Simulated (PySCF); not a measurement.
**Computed properties of 1-(hydroxymethyl)cyclopropan-1-ol (C4H8O2), SMILES OCC1(O)CC1**

1-(hydroxymethyl)cyclopropan-1-ol (C₄H₈O₂), SMILES OCC1(O)CC1. The structure is a stationary point at B3LYP-D3(BJ)/def2-SVP. Other conformers were not sampled. All values are computed for the isolated molecule unless a solvent is named; none is compared with measurement here.

**Structure.** All 36 harmonic modes at B3LYP-D3(BJ)/def2-SVP (PySCF) are real, so it is a minimum. With heavy atoms numbered as in [OH:1][CH2:2][C:3]1([OH:4])[CH2:5][CH2:6]1, the shortest bond between them is C3–O4 at 1.405 Å and the longest C5–C6 at 1.517 Å.

**Vibrations.** The strongest infrared lines (harmonic, unscaled, degenerate partners summed) lie at 152 cm⁻¹ (252 km/mol, H 88 %, O 10 %), 1290 cm⁻¹ (103 km/mol, H 58 %, C 32 %, O 10 %), 1096 cm⁻¹ (91 km/mol, C 46 %, O 36 %, H 18 %). The softest mode is at 100 cm⁻¹ and the zero-point energy is 74.3 kcal/mol.

**Electronic structure.** HF/def2-TZVP (PySCF) places the frontier levels at -11.00 and 3.60 eV, a gap of 14.60 eV, and gives a dipole moment of 0.55 D and a mean polarisability of 51.4 bohr³. PBE/def2-TZVP (PySCF) at the same geometry gives -6.08 and -0.12 eV, so its gap is 8.64 eV narrower. An orbital gap is neither the optical nor the fundamental gap.

**Excitations.** TDDFT-PBE0/def2-SVPD (PySCF) has S1 at 6.72 eV (184 nm, f = 0.007, weak); the most intense of the 10 singlets computed lies at 8.51 eV (f = 0.05). T1 (TDA) is at 6.49 eV. TDDFT-PBE/def2-SVPD (PySCF) puts S1 at 5.81 eV. No vertical singlet excitation falls in the visible range (under 3.1 eV).

**NMR.** GIAO shifts at KT2/pcSseg-1 (PySCF) (non-relativistic, atoms alike by connectivity averaged): ¹³C from 17.5 to 75.0 ppm against TMS; ¹H from 0.9 to 3.9 ppm against TMS.

**Solvation.** SMD-ωB97X/6-31G* (PySCF) gives -9.8 kcal/mol in water, -7.2 kcal/mol in dimethylsulfoxide, -11.4 kcal/mol in methanol (1 M in both phases, gas-phase geometry); of these solvents methanol holds the molecule best.
